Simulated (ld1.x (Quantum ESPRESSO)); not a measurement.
**u(r) = r·R(r): atom against pseudo-atom (Sb (Z = 51))**

Columns: radius, all-electron u(r) and pseudo u(r) of the 5s shell (level -12.83 eV) of antimony in the configuration [Kr] 4d10 5s2 5p3; PBE, scalar-relativistic, PAW scheme, ld1.x (Quantum ESPRESSO) 7.5.

| r (bohr) | all-electron | pseudo |
| --- | --- | --- |
| 0.115 | -0.0987 | 0.0497 |
| 0.230 | 0.2407 | 0.1001 |
| 0.345 | 0.0890 | 0.1520 |
| 0.460 | -0.2040 | 0.2059 |
| 0.575 | -0.3634 | 0.2620 |
| 0.690 | -0.3530 | 0.3200 |
| 0.805 | -0.2264 | 0.3795 |
| 0.920 | -0.0461 | 0.4397 |
| 1.035 | 0.1435 | 0.4993 |
| 1.150 | 0.3169 | 0.5568 |
| 1.265 | 0.4623 | 0.6106 |
| 1.380 | 0.5762 | 0.6590 |
| 1.495 | 0.6599 | 0.7001 |
| 1.610 | 0.7165 | 0.7324 |
| 1.725 | 0.7503 | 0.7547 |
| 1.840 | 0.7653 | 0.7658 |
| 1.955 | 0.7652 | 0.7652 |
| 2.070 | 0.7534 | 0.7534 |
| 2.185 | 0.7326 | 0.7326 |
| 2.300 | 0.7051 | 0.7051 |
| 2.415 | 0.6730 | 0.6730 |
| 2.530 | 0.6378 | 0.6378 |
| 2.645 | 0.6009 | 0.6009 |
| 2.760 | 0.5631 | 0.5631 |
| 2.875 | 0.5254 | 0.5254 |
| 2.990 | 0.4883 | 0.4883 |

Question: How many radial nodes do the two functions have?

Answer: The all-electron 5s function has n − l − 1 = 4 (the table is too coarse to show those close to the nucleus); the pseudo-wave has 0, since the states of the same l below it are removed with the core.

Question: At about which radius was the pseudo-wave matched?

Answer: 1.95 bohr, where the columns begin to agree (steps of 0.12 bohr).

Question: Where does each function peak?

Answer: Outermost all-electron maximum near 1.84 bohr, pseudo maximum near 1.84 bohr (to the table’s step).

Question: Is the pseudo-wave norm-conserving?

Answer: No, it belongs to a PAW set: the norm inside the radius is not constrained, and the difference is carried by the augmentation charge.
